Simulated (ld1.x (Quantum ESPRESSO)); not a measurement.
## Transferability test, RRKJ potential for Zr (Z = 40)

```json
{"Element": "zirconium", "Generator": "ld1.x (Quantum ESPRESSO) 7.5", "Type": "norm-conserving RRKJ (Kleinman–Bylander form)", "Functional": "PBEsol", "Relativity": "fully relativistic", "Frozen core": "[Kr]", "Valence charge": "4", "Reference configuration": "4d2 5s2 5p0", "Partial waves": "5p (bound, empty): rc 3.25 bohr; 4d (bound): rc 2.75 bohr; 5s (bound): rc 3.30 bohr", "Local potential": "the s channel", "Core correction": "none"}
```

Open shells are filled in proportion to 2j + 1 (rel_dist='average').

Energies are relative to the spin-unpolarised reference configuration 4d2 5s2 5p0; without spin polarisation the order of configurations can differ from experiment.

| valence configuration | charge | ΔE all-electron (eV) | error AE − PS (meV) |
| --- | --- | --- | --- |
| 4d2 5s1 5p0 | +1 | 7.171 | -5.6 |
| 4d2 5s0 5p0 | +2 | 20.080 | +24 |
| 4d2 5s0 5p1 | +1 | 10.913 | -1.0 |
| 4d2 5s1 5p1 | 0 | 3.071 | -1.6 |
| 4d3 5s0 5p0 | +1 | 7.548 | +34 |

(1) What are ΔE and the potential's error for 4d1 5s2 5p0?

(2) What are ΔE and the potential's error for 4d1 5s0 5p0?

## Answers

(1) ΔE = 7.680 eV all-electron; the error (AE − PS) is +68 meV.

(2) ΔE = 42.662 eV all-electron; the error (AE − PS) is +162 meV.

ld1.x printed “convergence not achieved” for 3 of the counted tests; their residual had stalled under 1e-8, short of the target of 1e-14.
